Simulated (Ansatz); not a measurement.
Wavefunction ladder for C2H2ClFGaN (`F[C]1=C[NH][Ga]1[Cl]`)

Cartesian coordinates in Å:
```
F -1.448 -1.568 -1.254
C -0.715 -0.735 -0.524
C 0.069 0.267 -0.970
N 0.919 0.781 0.042
Ga 0.021 -0.415 1.246
Cl 0.118 -0.752 3.331
H 0.130 0.631 -1.994
H 0.906 1.790 0.122
```

The species carries charge 0 and has multiplicity 1. Correlated methods include outer-core shells of Ga, which these sets cover unevenly. Scalar relativity is left out up to krypton. The structure was optimised at the PBE0-D4/def2-TZVP level. Frozen core, restricted reference, the Gaussian-basis code of Ansatz.

```csv
basis,HF (Eh),MP2 corr.,CCSD corr.,(T),CCSD(T) total
def2-SVP,-2612.95233,-0.93973,-0.95920,-0.03261,-2613.94414
def2-TZVPP,-2613.63873,-1.16529,-1.18261,-0.05425,-2614.87559
def2-QZVPP,-2613.70135,-1.49050,–,–,–
```
